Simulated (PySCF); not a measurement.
A GIAO shielding run with PySCF (density fitting, non-relativistic, gas phase) on SMILES [SiH3][SiH]([SiH3])CCl, CH9ClSi3:

```
{"job": {"kind": "nmr", "xc": "mPW1PW91", "basis": "pcSseg-1", "pop": false}, "charge": 0, "multiplicity": 1}
Si    -1.882693     0.941206     0.159975
Si     0.084154    -0.056428    -0.639114
Si     1.956118     0.966395     0.342876
C      0.038289    -1.897776    -0.156850
Cl    -1.512327    -2.624245    -0.688960
H     -3.072487     0.560612    -0.656657
H     -1.739568     2.430553     0.142967
H     -2.086728     0.503422     1.576021
H      0.170181     0.049310    -2.129100
H      1.824774     0.921288     1.832889
H      2.042164     2.395390    -0.088152
H      3.221826     0.266922    -0.043086
H      0.855169    -2.465312    -0.625855
H      0.110938    -2.027662     0.932756
```

Hardware: 1 thread of an Arm Neoverse V2, shared host.

Question: How large is the calculation?

Answer: 74 electrons, 158 basis functions and 917 auxiliary functions.

Question: How long does it take?

Answer: 14 s of wall time, with 12 SCF cycles and 4 response iterations. Times on a shared host scatter by some tens of per cent.

Question: And these other runs on the same molecule and hardware: GIAO shielding at B3LYP/pcSseg-1; GIAO shielding at B97-D/pcSseg-1; GIAO shielding at BLYP/pcSseg-1; GIAO shielding at BP86/pcSseg-1; GIAO shielding at HF/pcSseg-1; GIAO shielding at KT2/pcSseg-1?

Answer: B3LYP/pcSseg-1: 158 functions, 14 s; B97-D/pcSseg-1: 158 functions, 19 s; BLYP/pcSseg-1: 158 functions, 18 s; BP86/pcSseg-1: 158 functions, 18 s; HF/pcSseg-1: 158 functions, 7.8 s; KT2/pcSseg-1: 158 functions, 19 s.
